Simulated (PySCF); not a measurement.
**Electric properties by functional and basis**

Compound: C6H5F.
SMILES: `FC=C1C=CC=C1`

PySCF, dipoles from the SCF density, polarisabilities from static response with core orbitals frozen. Geometry: PBE0-D3(BJ)/def2-SVP; no solvent, vibrations or thermal averaging.

Task: Compare the levels for these properties.

Result: 

```
              level  μ (D)  α (Å³)  anisotropy (Å³)
      LDA/def2-SVPD  0.948   11.02             7.97
      PBE/def2-SVPD  0.927   10.95             8.02
    B3LYP/def2-SVPD  0.995   10.83             8.02
     PBE0/def2-SVPD  0.995   10.72             7.92
BHandHLYP/def2-SVPD  1.087   10.65             8.02
CAM-B3LYP/def2-SVPD  1.037   10.73             8.03
  wB97X-D/def2-SVPD  1.014   10.77             7.91
  LC-wPBE/def2-SVPD  1.037   10.53             7.96
       HF/def2-SVPD  1.185   10.63             8.24
        PBE0/6-31G*  0.972    8.82             9.38
      PBE0/def2-SVP  1.028    9.29             8.75
       PBE0/6-31+G*  1.053   10.52             8.15
   PBE0/aug-cc-pVDZ  0.973   11.06             7.89
     PBE0/def2-TZVP  0.982   10.45             8.25
```

The anisotropy is √(½[(α1 − α2)² + (α2 − α3)² + (α3 − α1)²]). The dipole runs from 0.93 D (PBE/def2-SVPD) to 1.18 D (HF/def2-SVPD). No reference polarisability is at hand; against PBE0 in the largest diffuse basis at hand (aug-cc-pVDZ) the other PBE0 rows deviate by 6-31G* -20%, def2-SVP -16%, 6-31+G* -5%, def2-SVPD -3%, def2-TZVP -6%. In one basis (def2-SVPD) the functionals order the polarisability from LC-wPBE (lowest) to LDA (highest), a spread of 5%. With PBE0 the polarisability is 9.52 Å³ without diffuse functions (mean of 6-31G*, def2-SVP and def2-TZVP) and 10.77 Å³ with them (mean of 6-31+G*, def2-SVPD and aug-cc-pVDZ).
